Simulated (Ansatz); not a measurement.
`N/C=C/[SiH2]Cl` + `C[SiH2]S[SiH3]` → `C[SiH2]S[SiH2]Cl` + `N/C=C/[SiH3]`  (redistribution)

Gas-phase electronic energies from Ansatz, PBE0-D4/def2-TZVP geometries. CCSD(T)/CBS adds triple-zeta CCSD(T) − MP2 to the extrapolated MP2 energy (def2 sets, frozen cores). Double bonds are as drawn, so ΔE can hold a change between cis and trans. DFT in def2-TZVPP. B3LYP here is the variant with VWN-RPA as its local correlation; programs differ in this. Each species was taken in one conformer, which may not be the lowest.

```csv
level,ΔE (kcal/mol),difference from CCSD(T)/CBS
PBE-D4,2.0,0.0
r2SCAN-D4,2.3,0.3
PBE0-D4,2.2,0.2
B3LYP-D4,2.4,0.4
ωB97X-V,2.3,0.3
ωB97M-V,2.1,0.1
B2PLYP,2.6,0.6
PBE,2.3,0.3
r2SCAN,2.4,0.4
PBE0,2.5,0.5
B3LYP,2.9,0.9
HF/def2-TZVPP,3.6,1.6
MP2/def2-TZVPP,2.1,0.1
SCS-MP2/def2-TZVPP,2.3,0.3
CCSD/def2-TZVPP,2.3,0.3
CCSD(T)/def2-TZVPP,2.1,0.1
HF/def2-QZVPP,3.6,1.6
MP2/def2-QZVPP,2.1,0.1
SCS-MP2/def2-QZVPP,2.3,0.3
HF/CBS(def2),3.7,1.7
MP2/CBS(def2),2.0,0.0
CCSD/CBS(def2),2.2,0.2
CCSD(T)/CBS,2.0,0
```

Largest T1 diagnostic among the species: 0.012.

In def2-TZVPP, CCSD(T) changes the Hartree–Fock value by −1.5 kcal/mol (the triples alone add −0.2 kcal/mol) and MP2 by −1.5 kcal/mol.
